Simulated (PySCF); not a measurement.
Magnetisability: `C([C@H]1C=C(C=C)C=C1)=C`, C9H10

Geometry:
```json
{"atom": "C1", "x (Å)": "3.542", "y (Å)": "-0.496", "z (Å)": "-0.041"}
{"atom": "C2", "x (Å)": "2.453", "y (Å)": "-0.240", "z (Å)": "0.677"}
{"atom": "C3", "x (Å)": "1.142", "y (Å)": "0.054", "z (Å)": "0.140"}
{"atom": "C4", "x (Å)": "0.039", "y (Å)": "0.329", "z (Å)": "0.869"}
{"atom": "C5", "x (Å)": "-1.132", "y (Å)": "0.582", "z (Å)": "-0.031"}
{"atom": "C6", "x (Å)": "-2.243", "y (Å)": "-0.397", "z (Å)": "0.215"}
{"atom": "C7", "x (Å)": "-3.469", "y (Å)": "-0.059", "z (Å)": "0.568"}
{"atom": "C8", "x (Å)": "-0.516", "y (Å)": "0.416", "z (Å)": "-1.391"}
{"atom": "C9", "x (Å)": "0.779", "y (Å)": "0.112", "z (Å)": "-1.273"}
{"atom": "H10", "x (Å)": "3.531", "y (Å)": "-0.503", "z (Å)": "-1.117"}
{"atom": "H11", "x (Å)": "4.489", "y (Å)": "-0.707", "z (Å)": "0.425"}
{"atom": "H12", "x (Å)": "2.509", "y (Å)": "-0.241", "z (Å)": "1.759"}
{"atom": "H13", "x (Å)": "-0.040", "y (Å)": "0.357", "z (Å)": "1.940"}
{"atom": "H14", "x (Å)": "-1.516", "y (Å)": "1.599", "z (Å)": "0.102"}
{"atom": "H15", "x (Å)": "-1.966", "y (Å)": "-1.435", "z (Å)": "0.088"}
{"atom": "H16", "x (Å)": "-3.760", "y (Å)": "0.971", "z (Å)": "0.699"}
{"atom": "H17", "x (Å)": "-4.235", "y (Å)": "-0.796", "z (Å)": "0.740"}
{"atom": "H18", "x (Å)": "-1.085", "y (Å)": "0.525", "z (Å)": "-2.296"}
{"atom": "H19", "x (Å)": "1.468", "y (Å)": "-0.062", "z (Å)": "-2.079"}
```

Theory: GIAO B97-2/pcSseg-1 magnetisability, rotational g tensor and spin-rotation constants, non-relativistic, gas phase (PySCF). Geometry: GFN2-xTB.

(1) What are the magnetisability and the molar susceptibility?

(2) Split it along the inertial axes a, b, c into diamagnetic and paramagnetic parts about the centre of mass, with the quadrupole moment.

(3) And the rotational g tensor?

Answers

(1) Isotropic -1235 × 10⁻³⁰ J/T², or -74.4 × 10⁻⁶ cm³/mol; principal values -1583, -1089, -1031 × 10⁻³⁰ J/T², anisotropy 525 × 10⁻³⁰ J/T² (root of half the summed squared differences of the principal values). The susceptibility is in cgs units.

(2) 
```tsv
axis	χ (10⁻⁶ cm³/mol)	diamagnetic (10⁻⁶ cm³/mol)	paramagnetic (10⁻⁶ cm³/mol)	summed x² of all electrons (Å²)	quadrupole Θ (D Å)
a	-64.6	-360.7	296.1	326.9	+3.56
b	-65.8	-1488.2	1422.4	61.1	+1.33
c	-92.6	-1645.9	1553.3	23.9	-4.89
```
Anisotropies 2χaa − χbb − χcc = +29.2 and 2χbb − χaa − χcc = +25.6 × 10⁻⁶ cm³/mol. Θ is traceless in Buckingham's convention.

(3) 
| axis | rotational constant (GHz) | g | nuclear part | electronic part |
| --- | --- | --- | --- | --- |
| a | 5.0896 | -0.0750 | 0.6331 | -0.7080 |
| b | 0.8876 | -0.0120 | 0.5811 | -0.5931 |
| c | 0.7973 | +0.0006 | 0.5824 | -0.5818 |

Asymmetric top; isotopes 12C, 1H; no vibrational averaging.
